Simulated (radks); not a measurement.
Species: Nb-. Configuration: [Kr] 4d4 5s2.

Calculated with a radial shooting solver on a logarithmic mesh with Libxc functionals: scalar-relativistic Kohn-Sham, PBEsol, spin-polarised, spherical densities, point nucleus; open shells are filled with parallel spins first (spin-orbit coupling, left out, can overturn this in heavy ions); hard spherical wall at 4 bohr.

Energy parts (eV):
| part | energy |
|---|---|
| total | -103853.866 |
| kinetic | 107051.316 |
| electron-nucleus | -251179.445 |
| Hartree | 43469.085 |
| exchange-correlation | -3194.822 |

Orbitals (lengths in bohr, moments of r in powers of bohr; <r^-3> diverges for s and p1/2):
| orbital | occ. | eigenvalue (eV) | <r^2> | <r^-3> | <r^4> |
|---|---|---|---|---|---|
| 1s down | 1 | -18776.14 | 0.001759 | - | 7.999e-06 |
| 1s up | 1 | -18776.13 | 0.001759 | - | 7.999e-06 |
| 2s up | 1 | -2609.218 | 0.02947 | - | 0.001496 |
| 2s down | 1 | -2608.877 | 0.02947 | - | 0.001496 |
| 2p up | 3 | -2328.096 | 0.02320 | 2344 | 0.001072 |
| 2p down | 3 | -2327.842 | 0.02320 | 2345 | 0.001072 |
| 3s up | 1 | -418.5512 | 0.2257 | - | 0.07915 |
| 3s down | 1 | -418.3510 | 0.2256 | - | 0.07907 |
| 3p up | 3 | -326.7136 | 0.2320 | 383.5 | 0.08830 |
| 3p down | 3 | -326.4915 | 0.2319 | 383.4 | 0.08813 |
| 3d up | 5 | -176.4816 | 0.2269 | 50.43 | 0.1012 |
| 3d down | 5 | -176.1498 | 0.2266 | 50.42 | 0.1006 |
| 4s up | 1 | -40.6108 | 1.572 | - | 3.818 |
| 4s down | 1 | -38.6122 | 1.552 | - | 3.726 |
| 4p up | 3 | -17.3033 | 2.052 | 49.35 | 6.746 |
| 4p down | 3 | -15.0570 | 2.027 | 50.63 | 6.630 |
| 4d up | 4 | 13.4476 | 3.932 | 3.085 | 22.82 |
| 4d down | 0 | 15.8966 | 3.983 | 3.102 | 23.48 |
| 5s up | 1 | 16.0049 | 6.417 | - | 50.61 |
| 5s down | 1 | 17.9194 | 6.496 | - | 51.62 |
| 5p up | 0 | 24.0968 | 6.705 | 18.49 | 56.11 |
| 5p down | 0 | 25.8290 | 6.778 | 17.99 | 57.05 |
| 4f up | 0 | 35.5109 | 6.418 | 0.1393 | 50.14 |
| 4f down | 0 | 37.6158 | 6.536 | 0.1347 | 51.74 |
| 6s up | 0 | 62.9793 | 6.532 | - | 61.15 |
| 6s down | 0 | 64.8163 | 6.506 | - | 60.82 |

The highest occupied level is 5s down at 17.919 eV. The configuration is held as typed, so some empty levels lie below it. The pressure on the wall is 172 GPa. The density falls to 0.001 e/bohr^3 at r = 3.73 bohr. Spin moment in Bohr magnetons: 4. Summed over all electrons, <r^2> = 48.31 bohr^2, which gives a Langevin (diamagnetic) susceptibility term of -38.3 x 10^-6 cm^3/mol.
